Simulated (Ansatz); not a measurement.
Ansatz (a first-principles code) input for F2O2W, SMILES [F][W]([F])(=[O])=[O] (connectivity only; charge and spin as stated), charge -1, multiplicity 2, CAM-B3LYP/def2-SVPD. The structure is a stationary point at PBE-D3(BJ)/def2-SVPD. The spin state was assumed, not searched. The isomer is the one that the SMILES or the coordinates give; other isomers of the formula were not compared. The def2 effective core potentials stand for the cores of W; spin–orbit coupling is left out.

Ansatz 0.2 input:
```yaml
crystal:
  periodic: [false, false, false]
  atoms:
    - {symbol: W, position_ang: [-0.00000000, 0.00000000, 0.10375947]}
    - {symbol: O, position_ang: [0.00000001, 1.45017760, 1.09005326]}
    - {symbol: O, position_ang: [-0.00000001, -1.45017760, 1.09005326]}
    - {symbol: F, position_ang: [-1.28554837, 0.00000001, -1.39550293]}
    - {symbol: F, position_ang: [1.28554837, -0.00000001, -1.39550293]}
basis:
  gaussian:
    orbitals: def2-SVPD
hamiltonian:
  xc: {name: CAM-B3LYP}
total_charge: -1
magnetization: {spin_polarized: true, initial_magnetization: 1}
```

Log of the run:

```
WARN ansatz: RAYON_NUM_THREADS=1 ignored (pool sized by the plan → 1); use --threads N
Functional definition: CAM-B3LYP
integrals: 0.07 GiB planned
1096 factors; their error is unknown
integrals: 0.10 GiB planned
347 factors; integrals over basis functions are off by at most 2.3e-5 eV
mean field: 0.87 GiB planned
mean field evaluation 1: about -11335.5475 eV, gradient 5.9e1 eV
mean field evaluation 2: about -11200.2153 eV, gradient 2.0e2 eV
mean field evaluation 4: about -11349.8189 eV, gradient 1.2e1 eV
mean field evaluation 8: about -11350.3062 eV, gradient 1.5e-1 eV
mean field evaluation 16: about -11350.3685 eV, gradient 1.0e-3 eV
mean field -11350.36853903 eV, -417.1183502533 hartree, gradient 2.8e-5 eV, S^2 0.754689; 0 other end points of the search recorded, 0 dependent functions left out
reference -11350.36866440 eV, -417.1183548605 hartree; 25, 24 occupied and 102, 103 virtual orbitals, 1096 factors
Total energy: -11350.36866440 eV, -417.1183548605 hartree
```

The calculation finished and met its thresholds.
